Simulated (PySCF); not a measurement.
B2H8P2.
Atom-mapped SMILES: `[BH2-:1]1[PH2+:2][BH2-:3][PH2+:4]1` (hydrogens: H5, H6 on B1; H7, H8 on P2; H9, H10 on B3; H11, H12 on P4)

Method used: PBE0-D3(BJ)/def2-SVP geometry optimisation, gas phase (PySCF 2.14.0).

Q: What internal coordinates does the optimisation give?

A: 
```json
{"bond": "B1–P2 and 3 like bonds", "length (Å)": "1.974", "order": "single"}
{"bond": "B1–H5 and 3 like bonds", "length (Å)": "1.214", "order": "single"}
{"bond": "P2–H7 and 3 like bonds", "length (Å)": "1.416", "order": "single"}
```

Bonds in one row agree within 0.01 Å and their mean is given. Orders are formal, as drawn. A selection of angles:
```json
{"angle": "P2–B1–P4", "degrees": "85.7"}
{"angle": "P2–B1–H5", "degrees": "119.3"}
{"angle": "P2–B1–H6", "degrees": "105.8"}
{"angle": "H5–B1–H6", "degrees": "116.4"}
{"angle": "B1–P2–B3", "degrees": "91.3"}
{"angle": "B1–P2–H7", "degrees": "114.3"}
{"angle": "B1–P2–H8", "degrees": "118.6"}
{"angle": "H7–P2–H8", "degrees": "100.8"}
```

Torsions: P4–B1–P2–B3 18° (synperiplanar); B1–P2–B3–P4 -18° (synperiplanar); P2–B3–P4–B1 18° (synperiplanar); P2–B1–P4–B3 -18° (synperiplanar).

All 4 B–P bonds measure 1.973 to 1.974 Å. The 4-membered ring B1–P2–B3–P4 has internal angles of 85.7° to 91.3° (sum 354°, against 360° for a flat polygon); it is puckered, 0.16 Å rms from its mean plane, widest ring torsion 18°. B1 (four-coordinate boron) has angles from 85.7° to 119.3°. P2 (phosphorus bonded to 2 B and 2 H) has angles from 91.3° to 118.6°.

Point group: C2v (tolerance 0.08 Å). Stationary, but not proved a minimum.

On Arm Neoverse V2, one thread, on a shared host, this took 22 s wall and 0.44 GiB of memory at its peak. These figures are those of the optimisation.
